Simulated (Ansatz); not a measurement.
CH4FGeNS can be A, `N=C(F)[S][GeH3]`, or B, `[F][GeH]1[NH]C[S]1`.

Isolated molecules relaxed with PBE0-D4/def2-TZVP in Ansatz; ΔE leaves out vibrations. CBS: MP2 limit from def2 TZ/QZ plus the TZ coupled-cluster correction, frozen cores. DFT in def2-TZVPP. B3LYP here is the variant with VWN-RPA as its local correlation; programs differ in this. For Ge outer-core shells are correlated without core-valence functions, which leaves a few kJ/mol of doubt a bond. Scalar relativity is left out up to krypton. One conformer a species, not always the lowest.

(1) Which isomer does CCSD(T)/CBS put lower? Give the gap. (Best estimate.)

(2) Give E(B) − E(A) in kcal/mol with B3LYP-D4, MP2/def2-TZVPP, ωB97M-V, PBE-D4, PBE0-D4, CCSD/def2-TZVPP, B3LYP. (An estimate is asked.)

Largest T1 diagnostic: 0.013.

## Answers

(1) Computed: B, by 37.8 kcal/mol.

(2) The calculation gave: B3LYP-D4 -31.0, MP2/def2-TZVPP -39.6, ωB97M-V -34.4, PBE-D4 -30.4, PBE0-D4 -34.6, CCSD/def2-TZVPP -36.5, B3LYP -30.4. None reverses the order clearly.

In def2-TZVPP, CCSD(T) changes the Hartree–Fock value by −1.2 kcal/mol (the triples alone add +0.7 kcal/mol) and MP2 by −4.9 kcal/mol. From PBE to PBE0 (25 % exact exchange), in def2-TZVPP and without D4, E(B) − E(A) moves by −4.2 kcal/mol.
